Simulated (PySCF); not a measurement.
C₆H₁₁O (SMILES [CH2]CCCC(C)=O), doublet, geometry from GFN2-xTB. Base run: CAMB3LYP/STO-3G (PySCF).

The PySCF input:
```python
from pyscf import gto, scf, dft

mol = gto.M(
    atom='''
C     2.785834    0.557502    0.519731
C     2.274402   -0.257549   -0.594343
C     0.849971   -0.766945   -0.344038
C    -0.139220    0.391403   -0.255062
C    -1.521295   -0.047816    0.173597
C    -2.591054    1.000866   -0.020060
O    -1.755561   -1.137576    0.629788
H     2.590184    0.261789    1.532450
H     3.451281    1.379687    0.345886
H     2.917814   -1.140642   -0.740759
H     2.310175    0.312142   -1.527334
H     0.819058   -1.328535    0.590622
H     0.548707   -1.442279   -1.146691
H     0.225128    1.110096    0.486869
H    -0.208122    0.919841   -1.208357
H    -2.236175    1.978037    0.296358
H    -3.486655    0.730369    0.532708
H    -2.838739    1.055331   -1.079012
''',
    basis='sto-3g',
    charge=0,
    spin=1,
    verbose=3,
)

mf = dft.UKS(mol)
mf.xc = 'camb3lyp'
mf.kernel()
mf.analyze()
```

The base run was repeated with changes; each row names its change, and settings that it needs were set with it.

```json
[
 {"change": "base", "E (Eh)": "-306.33776", "HOMO (eV)": "-5.46", "dipole (D)": "1.64", "<S^2>": "0.754", "core-seconds (rough)": "20"},
 {"change": "functional = hf", "E (Eh)": "-304.62650", "HOMO (eV)": "-8.44", "dipole (D)": "1.82", "<S^2>": "0.765", "core-seconds (rough)": "1"},
 {"change": "functional = b3lyp", "E (Eh)": "-306.52047", "HOMO (eV)": "-3.74", "dipole (D)": "1.61", "<S^2>": "0.754", "core-seconds (rough)": "10"},
 {"change": "functional = o3lyp", "E (Eh)": "-306.49338", "HOMO (eV)": "-3.15", "dipole (D)": "1.62", "<S^2>": "0.755", "core-seconds (rough)": "10"},
 {"change": "functional = pbe; dispersion = d3zero", "E (Eh)": "-306.12708", "HOMO (eV)": "-2.18", "dipole (D)": "1.55", "<S^2>": "0.753", "core-seconds (rough)": "20"},
 {"change": "functional = mn15", "E (Eh)": "-304.76742", "HOMO (eV)": "-4.41", "dipole (D)": "1.59", "<S^2>": "0.755", "core-seconds (rough)": "10"},
 {"change": "functional = pw91,pw91", "E (Eh)": "-306.37959", "HOMO (eV)": "-2.29", "dipole (D)": "1.56", "<S^2>": "0.754", "core-seconds (rough)": "10"},
 {"change": "functional = r2scan", "E (Eh)": "-306.38242", "HOMO (eV)": "-2.60", "dipole (D)": "1.66", "<S^2>": "0.756", "core-seconds (rough)": "20"},
 {"change": "functional = blyp", "E (Eh)": "-306.31960", "HOMO (eV)": "-2.14", "dipole (D)": "1.52", "<S^2>": "0.753", "core-seconds (rough)": "10"},
 {"change": "functional = pw6b95", "E (Eh)": "-306.92687", "HOMO (eV)": "-4.16", "dipole (D)": "1.64", "<S^2>": "0.754", "core-seconds (rough)": "20"},
 {"change": "functional = tpss", "E (Eh)": "-306.63428", "HOMO (eV)": "-2.43", "dipole (D)": "1.52", "<S^2>": "0.755", "core-seconds (rough)": "40"},
 {"change": "functional = tpssh", "E (Eh)": "-306.61609", "HOMO (eV)": "-3.16", "dipole (D)": "1.56", "<S^2>": "0.755", "core-seconds (rough)": "30"},
 {"change": "functional = scan", "E (Eh)": "-306.41819", "HOMO (eV)": "-2.59", "dipole (D)": "1.67", "<S^2>": "0.756", "core-seconds (rough)": "30"}
]
```

Total energies compare only within one method and basis.

Open shells are given as the SCF converged; they aren't shown to be the lowest states, and a large step between rows can be another state.
